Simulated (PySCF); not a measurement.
**Sc (scandium, neutral) across methods**

[Ar] 3d1 4s2, 2D determinant. Calculation: PySCF 2.14, in aug-cc-pVQZ-DK; scalar relativity by spin-free X2C-1e.

| method | E (hartree) | mean ε 4s α (eV) | mean ε 4s β (eV) | mean ε 3d α (eV) | Σ⟨r²⟩ (bohr²) | ⟨S²⟩ |
| --- | --- | --- | --- | --- | --- | --- |
| PBE | -763.966 | -4.164 | -3.953 | -3.504 | 49.14 | 1.038 |
| BHandHLYP | -764.190 | -5.241 | -5.073 | -6.653 | 50.27 | 0.758 |
| TPSS | -764.208 | -4.147 | -3.911 | -3.604 | 49.05 | 1.121 |
| UHF | -763.28615 | -5.920 | -5.595 | -9.396 | 52.74 | 0.762 |
| LDA | -762.205 | -4.334 | -4.100 | -3.571 | 49.01 | 0.903 |
| PBE0 | -763.999 | -4.812 | -4.600 | -5.172 | 49.80 | 0.836 |

Question: Estimate the same row for BLYP.

Answer: E (hartree) = -764.218; mean ε 4s α (eV) = -4.023; mean ε 4s β (eV) = -3.869; mean ε 3d α (eV) = -3.466; Σ⟨r²⟩ (bohr²) = 49.34; ⟨S²⟩ = 0.944.

⟨S²⟩ = 1.04 against 0.75 shows spin contamination.
